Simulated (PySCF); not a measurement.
Problem. Give a PBE0-D3(BJ)/def2-SVP geometry of `FC(F)C1=CC=CC=[N+]1[GaH3-]`.

Solution. 
```
atom  x, y, z in Å
F1     1.617    2.103    0.229
C2     0.567    1.940   -0.589
F3     1.021    1.773   -1.845
C4    -0.262    0.743   -0.178
C5    -1.645    0.877   -0.105
C6    -2.421   -0.232    0.225
C7    -1.779   -1.439    0.472
C8    -0.391   -1.487    0.380
N9     0.352   -0.422    0.065
Ga10   2.514   -0.840    0.158
H11   -0.044    2.859   -0.560
H12   -2.108    1.845   -0.309
H13   -3.508   -0.151    0.288
H14   -2.335   -2.340    0.733
H15    0.168   -2.410    0.559
H16    2.294   -2.413    0.047
H17    3.093   -0.099   -1.101
H18    2.812   -0.291    1.609
```

Any rigid rotation of these coordinates is as good. Atoms count from 1 in this order. The 6-membered ring C4–C5–C6–C7–C8–N9 has internal angles of 118.4° to 122.8° (sum 720°, against 720° for a flat polygon); it is planar, 0.00 Å rms from its mean plane, widest ring torsion 0°. The 5 C–C bonds span 1.389 Å (C6–C7, aromatic) to 1.513 Å (C2–C4, drawn single), a spread of 0.124 Å. Ga10 (gallium bonded to N and 3 H) has angles from 92.8° to 120.1°. N9 (nitrogen bonded to 2 C and Ga) is planar (angles 128.5°, 118.8° and 112.6°, sum 359.9°, 0.03 Å off the plane of its three neighbours).

Bonds between heavy atoms (Å): F1–C2 1.341, C2–F3 1.346, C2–C4 1.513, C4–C5 1.391, C5–C6 1.393, C6–C7 1.389, C7–C8 1.392, C8–N9 1.335, N9–Ga10 2.204, C4–N9 1.339.

Method used: PBE0-D3(BJ)/def2-SVP geometry optimisation, gas phase in PySCF.

Point group: C1 (no symmetry element, even within 0.4 Å). Whether it is a minimum is left open (no frequencies). One conformer, not necessarily the lowest (F1–C2–C4–C5 133°).
